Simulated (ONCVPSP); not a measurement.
**u(r) = r·R(r): atom against pseudo-atom (Ir (Z = 77))**

Columns: radius, all-electron u(r) and pseudo u(r) of the 5p shell (level -58.80 eV) of iridium in the configuration [Kr] 4d10 4f14 5s2 5p6 5d7 6s1; PBE, non-relativistic, ONCV scheme, ONCVPSP 4.0.1.

```json
{"r (bohr)": "0.113", "all-electron": "0.2817", "pseudo": "0.0278"}
{"r (bohr)": "0.225", "all-electron": "0.0220", "pseudo": "0.1079"}
{"r (bohr)": "0.338", "all-electron": "-0.5435", "pseudo": "0.2346"}
{"r (bohr)": "0.450", "all-electron": "-0.4379", "pseudo": "0.3932"}
{"r (bohr)": "0.563", "all-electron": "0.0170", "pseudo": "0.5687"}
{"r (bohr)": "0.675", "all-electron": "0.4789", "pseudo": "0.7370"}
{"r (bohr)": "0.788", "all-electron": "0.8179", "pseudo": "0.8799"}
{"r (bohr)": "0.900", "all-electron": "1.0085", "pseudo": "0.9783"}
{"r (bohr)": "1.013", "all-electron": "1.0793", "pseudo": "1.0250"}
{"r (bohr)": "1.125", "all-electron": "1.0648", "pseudo": "1.0194"}
{"r (bohr)": "1.238", "all-electron": "0.9972", "pseudo": "0.9695"}
{"r (bohr)": "1.350", "all-electron": "0.9023", "pseudo": "0.8892"}
{"r (bohr)": "1.463", "all-electron": "0.7956", "pseudo": "0.7911"}
{"r (bohr)": "1.575", "all-electron": "0.6898", "pseudo": "0.6887"}
{"r (bohr)": "1.688", "all-electron": "0.5891", "pseudo": "0.5890"}
{"r (bohr)": "1.800", "all-electron": "0.4986", "pseudo": "0.4986"}
{"r (bohr)": "1.913", "all-electron": "0.4179", "pseudo": "0.4179"}
{"r (bohr)": "2.025", "all-electron": "0.3486", "pseudo": "0.3486"}
{"r (bohr)": "2.138", "all-electron": "0.2888", "pseudo": "0.2888"}
{"r (bohr)": "2.250", "all-electron": "0.2386", "pseudo": "0.2386"}
{"r (bohr)": "2.363", "all-electron": "0.1961", "pseudo": "0.1961"}
{"r (bohr)": "2.475", "all-electron": "0.1610", "pseudo": "0.1610"}
{"r (bohr)": "2.588", "all-electron": "0.1316", "pseudo": "0.1316"}
{"r (bohr)": "2.700", "all-electron": "0.1075", "pseudo": "0.1075"}
{"r (bohr)": "2.813", "all-electron": "0.0875", "pseudo": "0.0875"}
{"r (bohr)": "2.925", "all-electron": "0.0712", "pseudo": "0.0712"}
```

**Question.** How many radial nodes do the two functions have?

**Answer.** The all-electron 5p function has n − l − 1 = 3 (the table is too coarse to show those close to the nucleus); the pseudo-wave has 0, since the states of the same l below it are removed with the core.

**Question.** At about which radius was the pseudo-wave matched?

**Answer.** 1.80 bohr, where the columns begin to agree (steps of 0.11 bohr).

**Question.** Is the pseudo-wave norm-conserving?

**Answer.** Yes: the ONCV scheme keeps the norm inside the radius equal to the all-electron one, which fixes the energy derivative of the logarithmic derivative at the level.
